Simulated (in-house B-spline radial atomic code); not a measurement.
Values are calculated unless marked as measured or tabulated.
Impurity-limited mobility of n-type InAs at n = 4.0777e14 cm⁻³, compensation 0.2

For InAs the NSM archive of the Ioffe Institute lists m* = 0.023 m0 and ε = 15.15.

One parabolic, isotropic band at zero temperature, uniform dielectric constant, impurities scattering independently, no phonons and no central-cell term; real bands flatten as E_F rises, which lowers the mobility at the highest densities. In effective units each ion is a point charge Z in an electron gas; its screened potential is solved self-consistently in the LDA with open boundaries (B-splines, partial waves to l = 16), which gives the phase shifts δ_l at the Fermi level.

Question: Put the electron gas into effective units.

Answer: a* = 0.0529177 nm × 15.15/0.023 = 34.86 nm and Ha* = 27211.386 meV × 0.023/15.15² = 2.727 meV. From 4π (r_s a*)³/3 = 1/n, r_s = 2.400. Then k_F = 1.91916/r_s = 0.7996 per a*, E_F = k_F²/2 = 0.3197 Ha* = 0.872 meV, and Mott's number n^(1/3) a* = 0.258, near or below the critical 0.26, where donors start to hold their electrons and this picture fails.

Self-consistent phase shifts (rad):

```csv
l,"donor, Z = +1","acceptor, Z = −1"
0,1.1855,-0.7580
1,0.0975,-0.1985
2,0.0148,-0.0357
3,0.0022,-0.0048
4,0.0003,-0.0006
5,0.0000,-0.0001
6,0.0000,0.0000
7,0.0000,0.0000
8,0.0000,0.0000
```

With all partial waves the Friedel sums are 0.995 and -1.004, and Σ (l + 1) sin²(δ_l − δ_(l+1)) is 0.79860 for the donor and 0.33719 for the acceptor. The screened donor still binds an s level, 0.0065 meV below the band edge.

Question: Find the transport cross sections, and compare them with the Born approximation for Thomas-Fermi screening (Brooks-Herring).

Answer: σ_tr = (4π/k_F²) × sum: 15.69 a*² for the donor and 6.626 a*² for the acceptor. Thomas-Fermi gives q_s² = 4k_F/π = 1.0181, so b = 4k_F²/q_s² = 2.512, and σ_Born = (2π/k_F⁴)(ln(1 + b) − b/(1 + b)) = 15.37 × 0.5410 = 8.313 a*² for either sign. The donor scatters 1.89 times and the acceptor 0.80 times as much. Two things differ from Brooks-Herring. First order with Lindhard's response and the LDA kernel gives 1.83 times σ_Born for either sign: screening weakens at large momentum transfer, and the exchange-correlation potential of the screening charge adds to the ion's own, which is the larger part in a thin gas. Higher orders then split the signs, leaving the donor at 1.03 and the acceptor, which keeps the electrons out, at 0.44 of that.

Question: With N_A/N_D = 0.2 and n = N_D − N_A, what are the mobility and the resistivity?

Answer: N_D = 5.1e14 and N_A = 1.02e14 cm⁻³. μ = e/(ħ k_F Σ N σ_tr), with e/ħ = 15.193 cm²/(V·s) per nm². Here k_F = 0.02294 nm⁻¹, a*² = 1215 nm², 1 cm⁻³ = 1e-21 nm⁻³, and Σ N σ_tr = 0.01054 nm⁻¹, a mean free path of 94.9 nm. So μ = 62800 cm²/(V·s) and ρ = 1/(n e μ) = 0.244 Ω·cm. Brooks-Herring would give 107000 cm²/(V·s). k_F times the mean free path is 2.2, too small for independent scattering to hold.
